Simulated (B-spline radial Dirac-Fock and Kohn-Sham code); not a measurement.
Model: the Dirac equation of a negative muon with reduced mass in the field of a spherical finite nucleus, with the Uehling potential to all orders; nuclear polarisation, deformation, hyperfine structure, self-energy, higher-order vacuum polarisation, relativistic recoil and electron screening are left out. Program: a B-spline atomic structure program. The nuclear charge is a Fermi distribution (skin thickness 2.3 fm).

Q: A muonic atom of atomic mass 73.93 u emits these computed lines: 2p3/2 → 1s1/2 2147 keV, 3d5/2 → 2p3/2 510.5 keV, 4f7/2 → 3d5/2 178.2 keV, 5g9/2 → 4f7/2 82.26 keV. Which element is it, and what rms charge radius was used?

A: Krypton (Z = 36, nuclide ⁷⁴Kr); the high transitions hardly feel the nucleus and fix Z. The 2p → 1s line lies 644.0 keV below the value for a point nucleus without QED, which for this nuclear model gives a radius near 4.19 fm (4.187 fm was used).
